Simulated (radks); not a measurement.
Results of a calculation; reference values are marked as such.
Spherical quantum dot in the effective-mass picture: electrons in a hard-walled sphere of radius 2.53, with a point charge +1 (a donor) at the centre, all in effective atomic units (hartree* = m*/eps^2 hartree, bohr* = eps/m* bohr), one dielectric constant everywhere. Level of theory: non-relativistic Kohn-Sham, exchange-only LDA, spin-polarised, spherical densities (a radial shooting solver with Libxc functionals). Levels are named by radial order and angular momentum (1s, 1p, 1d, 2s, ...), and open shells are averaged over m.

N = 13, configuration 1s2 1p6 1d(up 5, down 0). This is the lowest configuration that the search found. Occupied and some empty levels:

| level | occupation | eigenvalue (hartree*) | <r> (bohr*) |
|---|---|---|---|
| 1s up | 1 | 6.8795 | 1.397 |
| 1s down | 1 | 7.0166 | 1.363 |
| 1p up | 3 | 7.5320 | 1.622 |
| 1p down | 3 | 7.7016 | 1.614 |
| 1d up | 5 | 8.3909 | 1.727 |
| 1d down | 0 | 8.5706 | 1.725 |
| 2s up | 0 | 8.8394 | 1.139 |
| 2s down | 0 | 8.9207 | 1.158 |
| 1f up | 0 | 9.4818 | 1.801 |
| 1f down | 0 | 9.6655 | 1.800 |
| 2p up | 0 | 10.689 | 1.313 |
| 2p down | 0 | 10.793 | 1.312 |

Energy (hartree*): total 56.6741, kinetic 24.957, external -8.8423, Hartree 47.036, exchange-correlation -6.4761.
